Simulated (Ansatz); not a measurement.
Ansatz (a first-principles code) input file for O4Rh, SMILES [O]=[Rh+](=[O])(=[O])=[O], charge +1, multiplicity 1, PBE/def2-SVPD. Geometry: B3LYP-D3(BJ)/def2-SVP. The spin state was assumed, not searched. The def2 effective core potentials stand for the cores of Rh; spin–orbit coupling is left out.

Ansatz 0.2 input:
```yaml
crystal:
  periodic: [false, false, false]
  atoms:
    - {symbol: Rh, position_ang: [0.00000000, -0.00000000, 0.00000000]}
    - {symbol: O, position_ang: [0.97157987, 0.97157987, 0.97157987]}
    - {symbol: O, position_ang: [-0.97157986, 0.97157986, -0.97157986]}
    - {symbol: O, position_ang: [-0.97157987, -0.97157986, 0.97157986]}
    - {symbol: O, position_ang: [0.97157986, -0.97157987, -0.97157987]}
basis:
  gaussian:
    orbitals: def2-SVPD
hamiltonian:
  xc: {name: PBE}
total_charge: 1
```

Log of the run:

```
WARN ansatz: RAYON_NUM_THREADS=1 ignored (pool sized by the plan → 1); use --threads N
Functional definition: PBE
integrals: 0.05 GiB planned
1055 factors; their error is unknown
mean field: 0.40 GiB planned
mean field evaluation 1: about -11135.3903 eV, gradient 1.5e2 eV
mean field evaluation 2: about -10942.5536 eV, gradient 3.0e2 eV
mean field evaluation 4: about -11016.2185 eV, gradient 2.6e2 eV
mean field evaluation 8: about -11166.2219 eV, gradient 3.0e1 eV
mean field evaluation 16: about -11167.8263 eV, gradient 1.3e-1 eV
mean field -11167.82634339 eV, -410.4100482951 hartree, gradient 9.0e-6 eV, S^2 0.000000; 0 other end points of the search recorded, 0 dependent functions left out
reference -11167.82639721 eV, -410.4100502728 hartree; 24, 24 occupied and 102, 102 virtual orbitals, 1055 factors
Total energy: -11167.82639721 eV, -410.4100502728 hartree
```

The run converged.

Cost: very roughly 2.2 core-seconds.
